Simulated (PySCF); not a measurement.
A structure optimised at PBE-D3(BJ)/def2-SVP, used in a PySCF frequency run:

```xyz
10

Al     0.4265     0.5294     0.0000
O      2.1269     0.7592     0.0000
H      2.5601     1.6265     0.0000
O     -0.7562     1.7553     0.0000
C     -0.8947     3.1462     0.0000
H     -1.4618     3.4863    -0.8964
H      0.0809     3.6887     0.0000
H     -1.4618     3.4863     0.8964
Se    -0.3504    -1.6480     0.0000
H      1.0545    -2.1330     0.0000
```
Charge 0, spin multiplicity 1.

**Question.** Write its SMILES, formula and point group.

**Answer.** C[O][Al]([OH])[SeH], CH₅AlO₂Se, Cs

**Question.** What are its rotational constants (standard atomic weights)?

**Answer.** 4.2572, 1.1429, 0.90625 GHz
